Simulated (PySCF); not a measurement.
**CaSi at PBE0**

Level: PBE0. PySCF, no relativity, basis sets Ca def2-SVP, Si def2-SVP.

For CaSi, the state is ³Π (triplet), unpaired electrons σ ↑, π ↑, a second solution, started from another occupation. The bond length is 3.063 Å, the harmonic wavenumber is 209 cm⁻¹ and the force constant is 0.422 mdyn/Å. The rotational constant Be is 0.1092 cm⁻¹, the anharmonicity ωexe is 1.46 cm⁻¹ and the vibration–rotation constant αe is 0.000870 cm⁻¹. The energy of the minimum from ground-state Ca + Si is -0.72 eV, the bond order (Mayer) is 1.04 and the dipole moment (positive dipole means Ca(−)Si(+)) is -2.76 D.
